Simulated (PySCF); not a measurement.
Input of a run (PBE0-D3(BJ)/def2-SVP geometry optimisation, gas phase (PySCF 2.14.0)), started from GFN2-xTB:
```
{"job": {"xc": "PBE0", "basis": "def2-SVP", "d3": "d3bj", "grid": 1, "kind": "geom"}, "charge": 0, "multiplicity": 1}
B      3.069434     1.480197     0.032144
P      2.651520     0.002511     1.022153
Si     1.120523    -1.177733    -0.097468
C     -0.559981    -0.822782     0.736537
C     -1.744824    -1.246213    -0.133287
C     -1.971481    -0.067249    -1.090554
C     -1.257584     1.140755    -0.455762
C     -0.821176     0.670285     0.930328
H      2.209100     2.213788    -0.272781
H      4.184115     1.758613    -0.183007
H      3.750073    -0.811301     0.853421
H      1.482461    -2.591586     0.071864
H      1.099842    -0.908386    -1.544835
H     -0.581940    -1.342596     1.698711
H     -2.626182    -1.390272     0.495492
H     -1.561155    -2.178517    -0.665885
H     -3.036026     0.125601    -1.222622
H     -1.554626    -0.284370    -2.073624
H     -1.905525     2.015115    -0.402291
H     -0.380193     1.411825    -1.044749
H     -1.632605     0.814345     1.648018
H      0.055819     1.207353     1.296562
```

Output (energies in Eh, forces in Eh/bohr):
```
step   0  E = -853.77593047  max force = 0.018240
step   1  E = -853.78127359  max force = 0.003523
step   2  E = -853.78152156  max force = 0.001585
step   3  E = -853.78156887  max force = 0.000737
step   4  E = -853.78159612  max force = 0.000762
step   5  E = -853.78162040  max force = 0.000845
step   6  E = -853.78163602  max force = 0.000456
step   7  E = -853.78164546  max force = 0.000387
optimisation converged
```

Question: Summarise the run.

Answer: The energy falls by 15.0 kJ/mol over 8 energy and gradient evaluations, the largest force component goes from 0.0182 to 3.9e-04 Eh/bohr, and the atoms move by 0.112 Å rms after alignment. The bond that changes most is P2–H11 (three-coordinate phosphorus to P–H hydrogen), which lengthens by 0.042 Å. Bonds longer at the end by more than 0.005 Å: 20 of 22; shorter: 1. Among the angles that change most is Si3–P2–H11, from 100.0° to 105.0°. Among the dihedrals that turn most is B1–P2–Si3–C4, from -103° to -90°. The energy never rose by more than 1e-6 Eh on the way. The first step brought 93 % of the lowering.

Question: What are the final bond lengths?

Answer: B1–P2 1.850 Å, P2–Si3 2.253 Å, Si3–C4 1.894 Å, C4–C5 1.539 Å, C5–C6 1.543 Å, C6–C7 1.545 Å, C7–C8 1.531 Å, C4–C8 1.533 Å, B1–H9 1.208 Å, B1–H10 1.207 Å, P2–H11 1.420 Å, Si3–H12 1.496 Å, Si3–H13 1.496 Å, C4–H14 1.103 Å, C5–H15 1.103 Å, C5–H16 1.102 Å, C6–H17 1.100 Å, C6–H18 1.101 Å, C7–H19 1.100 Å, C7–H20 1.102 Å, C8–H21 1.104 Å, C8–H22 1.101 Å. Numbering counts from 1 in the input's order; the species is `BP[SiH2]C1CCCC1`.

The run used 190 basis functions and 50 SCF cycles in all. Time: 2.7 min wall. Hardware: one thread of an Arm Neoverse V1, shared host.

Stationary, but not proved a minimum. The numbers are those of one conformer.
